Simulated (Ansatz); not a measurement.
## Ansatz (development build ahead of 0.2.0) run

```yaml
crystal:
  periodic: [false, false, false]
  atoms:
    - { symbol: "N", position_ang: [0.0, 0.0, 0.0] }
    - { symbol: B, position_ang: [2.9946, 0.0, 0.0] }
    - { symbol: B, position_ang: [-1.4973, 2.5934, 0.0] }
    - { symbol: B, position_ang: [-1.4973, -2.5934, 0.0] }
basis:
  gaussian: { orbitals: pcseg-2 }
hamiltonian:
  xc: pbe0
```

The input is written out in the form of the current development build from the run's settings.

Output:

```yaml
Converged: yes
Total_energy: -128.32372 hartree
Spin_squared_of_the_determinant: 0.000
Stability_test: minimum among restricted orbitals
```

Caution: charge can spread falsely over distant fragments; an unrestricted determinant lies well below.
